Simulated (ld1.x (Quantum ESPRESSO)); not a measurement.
Before and after: TM potential for Ne (Z = 10)

- Element: neon
- Generator: ld1.x (Quantum ESPRESSO) 7.5
- Type: norm-conserving Troullier–Martins (Kleinman–Bylander form)
- Functional: BP86
- Relativity: scalar-relativistic
- Frozen core: [He]
- Valence charge: 8
- Reference configuration: 2s2 2p6
- Partial waves: 2p (bound): rc 1.30 bohr; 2s (bound): rc 0.70 bohr
- Local potential: the s channel
- Core correction: Bessel-smoothed model core, default radius (core density twice the valence density)

Change: type RRKJ; local potential all-electron potential smoothed inside 1.20 bohr (lloc = -2).

Cutoffs: the cutoffs (Ry, on a coarse ladder) from which the occupation-weighted sum of valence levels, in a spherical-Bessel basis at the reference potential, stays within 10 and 1 mRy of its value at 400 Ry; they do not see the model core or the augmentation charge, which bear on the density cutoff. Errors are all-electron minus pseudo energies relative to the spin-unpolarised reference configuration.

Task: Predict the effect on cutoff, ghosts and configuration errors.

Result: The potential gets softer (200 Ry and 300 Ry → 180 Ry and 230 Ry); of the 6 tests that both files solve, the error grows in 4 and shrinks in 1 by more than 15 % and 0.3 meV (median size 122.3 → 157.6 meV); neither file shows a bound ghost.

```tsv
quantity	base	changed
cutoff, loose	200 Ry	180 Ry
cutoff, tight	300 Ry	230 Ry
loose cutoff by channel (10 mRy a level)	p 80 Ry, s 110 Ry	s 160 Ry, p 70 Ry
bound ghosts	none	none
error for 2s2 2p5, meV [ΔE 22.56 eV]	+16	+14
error for 2s2 2p4, meV [ΔE 65.92 eV]	+175	+204
error for 2s2 2p3, meV [ΔE 133.44 eV]	+772	+970
error for 2s1 2p6, meV [ΔE 45.97 eV]	-69	-111
error for 2s2 2p5.5, meV [ΔE 8.91 eV]	+1.4	+0.2
error for 2s2 2p2, meV [ΔE 228.16 eV]	+2292	+2962
s: phases at 1.41 bohr within 0.05 rad from the reference energy up to (Ry; the scan ends near 5)	to the end of the scan	to the end of the scan
p: phases at 1.41 bohr within 0.05 rad from the reference energy up to (Ry; the scan ends near 5)	4.5	3.6
```
